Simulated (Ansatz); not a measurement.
Two structures of SiN$_{2}$H$_{6}$S, singlet, reached by relaxing down either side of one saddle point (PBE0-D4/def2-TZVP). Energies are electronic, without zero-point energy. Ansatz 0.2.0; basis: def2-TZVPP and def2-QZVPP; cores frozen in the correlated methods. Extrapolation: Hartree–Fock as exp(−7.88 √X), correlation as X^−2.97. First:

```xyz
10
angstrom
Si -0.0840 -0.2936 -0.0083
S 1.7809 -0.8513 -0.9229
H -0.7464 -1.5671 0.3856
N -0.0807 0.6358 1.4237
N -0.7885 0.6856 -1.2112
H 1.8794 -2.0027 -0.2397
H 0.3851 1.5293 1.4500
H -0.0312 0.1699 2.3151
H -0.7110 0.4546 -2.1869
H -1.6033 1.2394 -1.0053
```

Second:

```xyz
10
angstrom
Si -0.5809 0.0815 -0.6676
S 1.8070 -2.6523 0.6232
H 0.9202 -2.2135 -0.2960
N -0.0021 0.4874 0.8883
N -1.5698 1.4342 -1.0241
H 2.8234 -2.0208 0.0164
H -0.2088 1.3077 1.4377
H 0.6174 -0.1523 1.3629
H -2.0635 1.4885 -1.8993
H -1.7428 2.2395 -0.4413
```

Question: Which bonds change from the first to the second?

Answer: SiN₂H₆S ([NH2][SiH]([NH2])[SH]) → SiN₂H₄ ([NH2][Si][NH2]) + H₂S; bonds formed: S2–H3; bonds broken: Si1–S2, Si1–H3.

Question: Give the saddle point's structure and its height above each. (Judge from chemistry; the value comes from the calculation.)

Answer: By the calculation: 67.17 kcal/mol above the first and 23.72 kcal/mol above the second (CCSD(T) at an estimated basis limit (MP2 extrapolated from triple and quadruple zeta, plus CCSD(T) − MP2 in triple zeta)).
Si1  (-0.633, -0.321, 0.110)
S2  (1.603, -1.385, -0.925)
H3  (-0.003, -1.730, -0.297)
N4  (-0.117, 0.590, 1.445)
N5  (-1.119, 0.762, -1.105)
H6  (2.060, -1.658, 0.307)
H7  (0.225, 1.536, 1.379)
H8  (0.186, 0.136, 2.290)
H9  (-1.512, 0.406, -1.961)
H10  (-0.689, 1.664, -1.242)
(Å)

The T1 diagnostic stays at or below 0.015. The restricted Hartree–Fock reference is unstable towards an unrestricted one at one or more of these structures.

Losses and insertions of silylenes and their heavier kin drive the gas-phase chemistry of silicon and germanium vapour deposition.

Labels in which every atom is bracketed show which atoms are joined, not bond orders.

For scale, one of the runs: CCSD(T)/def2-TZVPP, 230 basis functions, launched by `ansatz run in.yaml --threads 4 --pin off --events-out ev --progress --plain --max-ram 9574MiB`. Time: 110 s of wall clock on 4 CPU threads of an Arm Neoverse N1; the host was shared. Peak host memory: 3.8 GiB.
